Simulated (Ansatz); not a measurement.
Coupled-cluster diagnostics for B2(Br)4 (B₂Br₄), Ansatz.

Geometry of the singlet (PBE-D4/def2-SVP):

```xyz
6

B    -0.075    0.747   -0.381
Br   -1.636    1.132   -1.420
Br    1.318    2.049   -0.202
B     0.075   -0.748    0.381
Br   -0.578   -0.973    2.167
Br    0.897   -2.208   -0.545
```

Correlated methods freeze 38 core orbitals; core or outer-core shells of Br are correlated, in sets that lack core-valence functions.

**Question.** Estimate the CCSD(T) correlation energy, the shares of MP2 and (T), T1 and the reference's ⟨S²⟩ for: charge 0, singlet, own geometry in def2-SVP; and the rough time on 4 threads of Intel Xeon 6975P-C on a shared host.

**Answer.** 
| state | basis | correlation (eV) | MP2 share (%) | (T) share (%) | T1 | ⟨S²⟩ (pure) | wall time |
| --- | --- | --- | --- | --- | --- | --- | --- |
| charge 0, singlet, own geometry | def2-SVP | -30.460 | 96.4 | 2.7 | 0.011 | 0.00 (0.00) | 23 s |
Customary marks for T1 are 0.02 (closed shells), 0.045 (open shells) and about 0.05 (3d metals). T1 stays under 0.02 throughout.
